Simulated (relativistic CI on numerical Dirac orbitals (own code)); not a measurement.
Cd37+: sensitivity of the levels to the model

Base calculation: Dirac-Coulomb-Breit CI, separate exchange-only KLI orbitals for each configuration, model QED (radiative potential, 1s self-energy scaled to tabulated hydrogen-like ionisation energies), unscaled Slater integrals.

Configuration list (outside the closed core [Ne]): 3s, 3p, 3d, 4s, 4p, 4d, 4f, 5s, 5p, 5d, 5f, 5g, 6s, 6p, 6d. Levels of other configurations are missing.

Variants: (1) P86 correlation estimate; (2) non-relativistic limit. Shifts of the energy above 3s 2S_1/2, in eV, for the lowest level and the first level of each name with at least 55 % of one term (blank where a level changes its place among those of its configuration and J or its character, or is not in the variant):

```tsv
Level	Base	Δ(1)	Δ(2)
3s 2S_1/2	0.00	0.00	0.00
3p 2P°_1/2	84.84	+0.13	-6.21
3p 2P°_3/2	134.71	+0.13	-56.08
3d 2D_3/2	244.06	-0.23	-57.98
3d 2D_5/2	254.85	-0.23	-68.77
4s 2S_1/2	1141.67	-0.27	-40.16
4p 2P°_1/2	1176.64	-0.22	-42.47
4p 2P°_3/2	1196.84	-0.22	-62.67
4d 2D_3/2	1238.09	-0.35	-63.25
4d 2D_5/2	1242.80	-0.35	-67.95
4f 2F°_5/2	1264.35	+0.06	-67.21
4f 2F°_7/2	1266.32	+0.06	-69.19
5s 2S_1/2	1647.26	-0.13	-54.81
5p 2P°_1/2	1664.84	-0.11	-55.88
5p 2P°_3/2	1674.97	-0.11	-66.00
5d 2D_3/2	1695.11	-0.20	-66.24
5d 2D_5/2	1697.55	-0.20	-68.68
5f 2F°_5/2	1708.21	-0.06	-68.38
5f 2F°_7/2	1709.22	-0.06	-69.39
5g 2G_7/2	1710.60	-0.29	-69.29
5g 2G_9/2	1711.20	-0.29	-69.90
6s 2S_1/2	1914.93	-0.04	-61.36
```

At this charge energies of transitions that change n are usually good to better than 1 %, and those within a shell (Δn = 0) to a few per cent.

Ionisation energy from the two ground configurations alone: base 2497.71 eV. The NIST ASD value (semi-empirical) is 2498.62 eV.
